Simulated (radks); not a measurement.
Fe2+, 24 electrons, occupied as [Ar] 3d5 4p1 (not the ground configuration). Method: scalar-relativistic Kohn-Sham, PBE, spin-polarised, spherical densities, finite nucleus; open shells are filled with parallel spins first; Fermi nuclear charge, rms radius 3.7377 fm; computed with a radial shooting solver on a logarithmic mesh with Libxc functionals.

X-ray form factor f0, the Fourier transform of the density (f0(0) = 24):

| sin(theta)/lambda (1/angstrom) | f0 (electrons) |
|---|---|
| 0.05 | 23.607 |
| 0.1 | 22.572 |
| 0.15 | 21.186 |
| 0.2 | 19.676 |
| 0.25 | 18.147 |
| 0.3 | 16.647 |
| 0.4 | 13.866 |
| 0.5 | 11.558 |
| 0.6 | 9.805 |
| 0.8 | 7.664 |
| 1 | 6.544 |
| 1.25 | 5.589 |
| 1.5 | 4.720 |
| 2 | 3.196 |
